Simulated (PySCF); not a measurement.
Potential energy curve for CaO, singlet.

RHF/3-21G = restricted Hartree-Fock/3-21G (PySCF); UKS-PBE0 = unrestricted PBE0/def2-SVP (PySCF 2.14.0); UHF/LANL2DZ = unrestricted Hartree-Fock/LANL2DZ, with its core potentials past Ne (PySCF).

Energies are in kJ/mol, each relative to the lowest point of its own curve near equilibrium.

| R / Å | RHF/3-21G | UKS-PBE0 | UHF/LANL2DZ |
|---|---|---|---|
| 1.44 | 936.2 | 309.0 | 1030.5 |
| 1.52 | 632.5 | 167.2 | 700.7 |
| 1.63 | 351.9 | 53.0 | 393.5 |
| 1.69 | 249.1 | 20.7 | 279.2 |
| 1.76 | 162.1 | 2.7 | 181.2 |
| 1.80 | 124.8 | 0.0 | 139.0 |
| 1.88 | 71.0 | 7.2 | 78.0 |
| 1.93 | 48.1 | 18.3 | 52.7 |
| 2.00 | 26.0 | 39.3 | 29.8 |
| 2.10 | 8.4 | 70.2 | 14.2 |
| 2.25 | 0.0 | 98.7 | 0.0 |
| 2.46 | 4.0 | 144.3 | 17.6 |
| 2.71 | 15.4 | 207.1 | 61.2 |
| 3.00 | 28.2 | 277.1 | 119.3 |
| 3.22 | 35.8 | 324.2 | 162.0 |
| 3.64 | 45.3 | 386.4 | 205.2 |
| 3.94 | 49.0 | 412.5 | 207.8 |
| 4.41 | 51.8 | 437.0 | 208.8 |
| 4.86 | 53.0 | 450.1 | 208.9 |
| 5.47 | 53.8 | 459.5 | 208.9 |
| 6.35 | 54.4 | 465.2 | — |
| 7.27 | 54.7 | 467.5 | — |

At the longest distance, 7.27 Å, UKS-PBE0 lies highest above its minimum (467.5 kJ/mol) and RHF/3-21G lowest (54.7 kJ/mol).

Dashes: no converged value, or the column stops at the first point that the program doubted or that broke a chosen test of continuity, which isn't proof of a fault.

The restricted form behind RHF/3-21G keeps the bonding electrons paired and can't separate into open-shell fragments. The unrestricted solution behind UKS-PBE0 changes between 2.10 and 2.25 Å, which can leave a kink. The unrestricted determinant behind UKS-PBE0 is spin-contaminated at 2.00 to 7.27 Å (<S²> up to 1.0, against 0.00 for a pure singlet). The unrestricted solution behind UHF/LANL2DZ changes between 5.47 and 6.35 Å, which can leave a kink. The unrestricted determinant behind UHF/LANL2DZ is spin-contaminated at 1.44 to 5.47 Å (<S²> up to 1.2, against 0.00 for a pure singlet).
